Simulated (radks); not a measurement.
The numbers below are computed, except where a source is named.
Spherical quantum dot in the effective-mass picture: electrons in a well V = -V0 / (1 + exp((r - R)/a)) with V0 = 12.8, R = 2.27, a = 0.25, all in effective atomic units (hartree* = m*/eps^2 hartree, bohr* = eps/m* bohr), one dielectric constant everywhere. Level of theory: non-relativistic Kohn-Sham, PBE, spin-polarised, spherical densities (a radial shooting solver with Libxc functionals). Levels are named by radial order and angular momentum (1s, 1p, 1d, 2s, ...), and open shells are averaged over m. Each electron was tried in the lowest free levels, single moves between levels near the top were tried too, and the lowest total energy was kept; such a search can miss a lower state. The series stops at N = 14: beyond it a trial failed or the search could not be trusted, so later rows were left out. At N = 1 the Hartree and exchange-correlation terms need not cancel, so that row can carry a self-interaction error.

N,open shells,2S,mu = E(N) - E(N-1) (hartree*),addition energy mu(N+1) - mu(N) (hartree*),e(HOMO) (hartree*)
1,"1s(up 1, down 0)",1,-11.561,0.7857,-11.261
2,none,0,-10.775,1.620,-10.482
3,"1p(up 1, down 0)",1,-9.1550,0.5679,-8.8757
4,"1p(up 2, down 0)",2,-8.5871,0.5832,-8.2964
5,"1p(up 3, down 0)",3,-8.0039,0.7573,-7.7111
6,"1p(up 3, down 1)",2,-7.2466,0.5427,-6.9793
7,"1p(up 3, down 2)",1,-6.7039,0.5571,-6.4264
8,none,0,-6.1468,1.662,-5.8667
9,"1d(up 1, down 0)",1,-4.4843,0.5201,-4.2248
10,"1d(up 2, down 0)",2,-3.9642,0.5220,-3.7033
11,"1d(up 3, down 0)",3,-3.4422,0.5220,-3.1811
12,"1d(up 4, down 0)",4,-2.9202,0.5210,-2.6594
13,"1d(up 5, down 0)",5,-2.3991,0.6679,-2.1391
14,"1d(up 5, down 1)",4,-1.7312,-,-1.4818

All shells are closed at N = 2, 8 (there: 1s2 1p6); the second difference of the energy has clear peaks (12 % above both neighbours; the first and last values, which can be the largest, are not judged, and half-filled shells can peak too) at N = 2, 5, 8.
